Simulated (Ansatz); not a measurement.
```yaml
crystal:
  periodic: [false, false, false]
  atoms:
    - {symbol: F, position_ang: [-0.148219, -2.017517, -1.153450]}
    - {symbol: B, position_ang: [0.094699, -0.943402, -0.436977]}
    - {symbol: N, position_ang: [-0.707391, -0.336323, 0.694784]}
    - {symbol: C, position_ang: [-0.180422, 0.582956, 0.529196]}
    - {symbol: S, position_ang: [1.037594, 0.691670, -0.736147]}
    - {symbol: H, position_ang: [-0.080981, 1.443903, 1.159308]}
basis:
  gaussian: {orbitals: def2-SVP, fitting: {mean_field: cc-pVTZ-jkfit}}
hamiltonian: {xc: {name: r2SCAN}, dispersion: d3bj}
relax: {f_tol: 0.001, max_steps: 1}
```

```sh
$ ansatz run in.yaml --threads 2 --pin off --events-out ev --progress --plain --max-ram 4352MiB
```

It prints (some lines left out):

```
Warning: the engine holds no damping parameters fitted to this dispersion correction and functional, so the run takes those fitted to r2scan beside the three-body term, which d3bj leaves out (hamiltonian.dispersion, under Limitations)
Functional definition: r2SCAN
467 factors; integrals over basis functions are off by at most 1.4e-1 eV
mean field evaluation 1: about -16749.6814 eV, gradient 6.4e1 eV
mean field evaluation 2: about -16703.0253 eV, gradient 1.4e2 eV
mean field evaluation 4: about -16758.1786 eV, gradient 1.5e1 eV
mean field evaluation 8: about -16758.5610 eV, gradient 5.6e-2 eV
mean field evaluation 16: about -16758.5666 eV, gradient 7.0e-5 eV
mean field -16758.56663362 eV, -615.8659644211 hartree, gradient 7.0e-5 eV, S^2 0.000000; 0 other end points of the search recorded, 0 dependent functions left out
reference -16758.56664107 eV, -615.8659646949 hartree; 22, 22 occupied and 57, 57 virtual orbitals, 467 factors
relax step   1: F+E_penalty+E_count = -16758.59860164 eV  Δ(F+E_penalty+E_count) = +0.000e0 eV  max|allowed force component| = 2.364e1 eV/Å  Δτ_max = 0.0000 Å  (26 SCF iters, accepted)
Error: geometry relaxation did not converge after 1 steps: max|allowed force component| = 2.36e1 eV/Å (threshold 1.0e-3). Raise `relax.max_steps` over both its present limit and 1, loosen `relax.f_tol`, or start from a geometry closer to equilibrium. Where this run's directory can be resumed (`checkpoint.write`), a resume goes on for up to `relax.max_steps` more
```

Question: Something in this input is off. What?

Answer: The relaxation is allowed too few steps for its threshold. No converged result was reached.
